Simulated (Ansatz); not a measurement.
The same path of CH$_{7}$BN$_{2}$ (11 atoms, charge 0, multiplicity 1) was run twice with different band settings. Lost on the way: B1–N2, N3–H4. Made: N2–H4.

Level of theory: UKS LDA/def2-SVP in Ansatz 0.2.0.

Relaxed end points:

```xyz
11
Properties=species:S:1:pos:R:3
B 0.163 -0.084 0.104
N 1.459 0.432 -0.123
N -0.033 -1.222 0.919
H 0.721 -1.743 1.370
C -1.080 0.605 -0.585
H 2.315 0.025 0.257
H 1.617 1.253 -0.706
H -0.961 -1.606 1.094
H -2.028 0.425 -0.036
H -1.221 0.209 -1.616
H -0.953 1.705 -0.679
```

```xyz
11
Properties=species:S:1:pos:R:3
B -0.953 -0.574 0.211
N 2.085 0.235 0.338
N -0.675 -1.500 1.007
H 1.353 -0.419 0.660
C -1.254 0.564 -0.758
H 2.094 0.192 -0.690
H 1.777 1.181 0.598
H -0.486 -2.256 1.646
H -2.001 1.273 -0.342
H -1.632 0.187 -1.731
H -0.307 1.117 -0.939
```

Common settings: movable images 5; climbing image yes; optimiser quadratic models (default); start path through a guess of the saddle point; force threshold 0.05 eV/Å; iteration limit 60; end points relaxed.

| run | spring |
| --- | --- |
| 1 | 5.0 eV/Å² |
| 2 | 0.1 eV/Å² |

Question: What does each run give, and how far can it be trusted?

Answer: Run 1: converged after 36 iterations, highest image 2.546 eV above the first end. A vibrational analysis at the climbing image gives one clearly imaginary mode, 153i cm⁻¹: a first-order saddle point.
Run 2: converged after 45 iterations, highest image 2.558 eV above the first end. The order of the stationary point at the top wasn't checked.
The orbitals stay closed-shell, which can raise the energy where a bond breaks towards radicals; this wasn't checked here.
